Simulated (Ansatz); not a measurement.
Potential energy surface of H2B (cation, charge +1), singlet: symmetric bend, bond length relaxed. Scanned: H-B-H angle. Other coordinates (B-H bond length) were minimised at B3LYP/def2-TZVP.

Method: full CI/aug-cc-pVDZ, frozen core (Ansatz, an electronic-structure program).

Scanned values (°): 180, 172.22, 160.68, 147.77, 139.96, 129.50, 118.19, 107.84, 101.55, 89.36, 79.93, 71.98.

At which scan points does the profile have its minima and maxima, and how high do they lie?

Lower than their neighbours: 180° (0.0 kcal/mol, end of the scan). Higher than their neighbours: 71.98° (102.9 kcal/mol, end of the scan). The whole profile spans 102.9 kcal/mol.

The scan ran from 180.0 to 60.0; beyond the range shown the relaxed coordinates jump or full CI changes its symmetry label.
